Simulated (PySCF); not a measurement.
Delta-SCF ions had no search for a lower state. 

Species: BrF2Ga, SMILES `[F][Ga]([F])[Br]` (charge 0, multiplicity 1).

What HOMO–LUMO gap, vertical ionisation energy (Delta-SCF) and dipole moment does PBE0-D4/def2-TZVP in PySCF 2.14.0 give?


```json
{
 "HOMO–LUMO gap": "7.21 eV",
 "vertical ionisation energy (Delta-SCF)": "11.97 eV",
 "dipole_moment": "1.38 D"
}
```
